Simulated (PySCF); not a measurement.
Geometry (Å), atoms numbered from 1 in this order:
```xyz
17

C     3.0498   -0.3888    0.1665
C     1.8399   -0.0561    0.6246
C     0.5802   -0.8040    0.3654
As   -0.5339    0.0816   -1.0301
C    -2.1960   -0.8951   -0.6383
C    -0.9682    1.7037   -0.0072
H     3.2045   -1.2908   -0.4344
H     3.9275    0.2280    0.3752
H     1.7415    0.8611    1.2190
H     0.7889   -1.8206   -0.0031
H    -0.0340   -0.8847    1.2774
H    -2.0850   -1.9445   -0.9484
H    -3.0215   -0.4537   -1.2159
H    -2.4470   -0.8598    0.4327
H    -1.2679    1.4666    1.0253
H    -1.7936    2.2309   -0.5077
H    -0.0969    2.3740    0.0114
```

Geometry: PBE0-D3(BJ)/def2-SVP; GIAO shifts from PySCF 2.14.0 with density-fitted response routines, gas phase, non-relativistic, averaged over equivalent atoms.

At PBE0/pcSseg-1 (181 basis functions, 26 s wall time on 1 thread of an Arm Neoverse V1, shared host):
| atoms | δ (ppm) |
| --- | --- |
| C2 | 143.3 |
| C1 | 122.8 |
| C3 | 41.0 |
| C5/C6 | 14.4 |
| As4 | 499.0 |
| H9 | 5.98 |
| H7 | 5.36 |
| H8 | 5.26 |
| H10/H11 | 2.02 |
| H12/H13/H14/H15/H16/H17 | 0.85 |

Referencing at the same level of theory: ¹³C (σref 184.41) and ¹H (σref 31.27) vs TMS; AsH3 for ⁷⁵As (σref 1910.42).

Estimate the result of repeating the calculation with B97-2/pcSseg-1.

Answers


```csv
atoms,δ at B97-2/pcSseg-1,change
C2,140.0,-3.3
C1,119.6,-3.2
C3,40.6,-0.4
C5/C6,14.9,+0.5
As4,496.0,-3.0
H9,5.92,-0.06
H7,5.29,-0.07
H8,5.19,-0.07
H10/H11,2.02,+0.00
H12/H13/H14/H15/H16/H17,0.87,+0.02
```

Chemical shifts δ = σref − σ; ¹³C (σ = 183.69 ppm), ¹H (σ = 31.38 ppm) against TMS; ⁷⁵As (σ = 1883.73 ppm) against AsH3, all at this level.

The largest change is at C2 (alkene CH). Cost: 181 basis functions, 25 s wall time on 1 thread of an Arm Neoverse V1, shared host. The order of the carbon signals is the same at both levels.

Relativistic effects, spin–orbit coupling among them, are left out; they matter for As and for the light atoms bonded to it.
